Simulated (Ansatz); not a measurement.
Reaction (ligand exchange at the Si–C bond): `N[SiH2][SiH2]CO` + H–F → `N[SiH2][SiH2]F` + CH₃OH

Computed with Ansatz on PBE0-D4/def2-TZVP structures; ΔE is electronic, products minus reactants. CCSD(T)/CBS is the MP2 limit (def2-TZVPP, def2-QZVPP) plus CCSD(T) − MP2 in def2-TZVPP, frozen cores. This one scheme is used for every species. Functionals use def2-TZVPP. One conformer a species, not always the lowest.

`N[SiH2][SiH2]CO`:

```xyz
14

N    -0.656    2.519   -1.317
Si   -0.905    1.187   -0.243
Si    0.886   -0.329   -0.078
C     0.575   -1.672    1.231
O    -0.596   -2.430    0.950
H     0.088    3.171   -1.129
H    -0.739    2.359   -2.309
H    -2.114    0.465   -0.720
H    -1.163    1.731    1.121
H     2.156    0.393    0.238
H     1.091   -1.023   -1.389
H     0.407   -1.201    2.203
H     1.456   -2.319    1.349
H    -0.486   -2.852    0.093
```

H–F:

Cartesian coordinates in Å:
```
F 0.237 -0.183 -0.349
H -0.237 0.183 0.349
```

`N[SiH2][SiH2]F`:

Cartesian coordinates in Å:
```
N 1.176 -1.317 0.224
Si 0.682 0.307 0.516
Si -1.294 0.679 -0.693
F -2.352 -0.479 -0.320
H 0.500 -2.059 0.310
H 2.087 -1.628 0.522
H 0.451 0.674 1.948
H 1.744 1.220 0.011
H -1.918 1.987 -0.358
H -1.076 0.616 -2.162
```

CH₃OH:

```xyz
6

C    -0.167    0.257   -0.182
O     0.905   -0.574    0.203
H     0.208    0.924   -0.959
H    -0.536    0.874    0.647
H    -1.008   -0.311   -0.598
H     0.598   -1.169    0.889
```

Problem. Is it downhill or uphill in electronic energy at CCSD(T)/CBS, and by how much? (Best estimate.)

Solution. Computed: Downhill: ΔE = -1.45 eV.

Problem. What do these levels give: PBE-D4, r2SCAN-D4, PBE0-D4, B2PLYP, PBE, r2SCAN, PBE0, CCSD(T)/def2-TZVPP, HF/def2-QZVPP, MP2/def2-QZVPP, SCS-MP2/def2-QZVPP, MP2/CBS(def2)? (Estimate.)

Solution. Computed: PBE-D4 -1.31, r2SCAN-D4 -1.47, PBE0-D4 -1.37, B2PLYP -1.56, PBE -1.37, r2SCAN -1.48, PBE0 -1.42, CCSD(T)/def2-TZVPP -1.44, HF/def2-QZVPP -1.83, MP2/def2-QZVPP -1.46, SCS-MP2/def2-QZVPP -1.54, MP2/CBS(def2) -1.46 eV.

Largest T1 diagnostic among the species: 0.012.

In def2-TZVPP, CCSD(T) changes the Hartree–Fock value by +0.36 eV (the triples alone add +0.05 eV) and MP2 by +0.36 eV. From PBE to PBE0 (25 % exact exchange), in def2-TZVPP and without D4, ΔE moves by −0.05 eV.
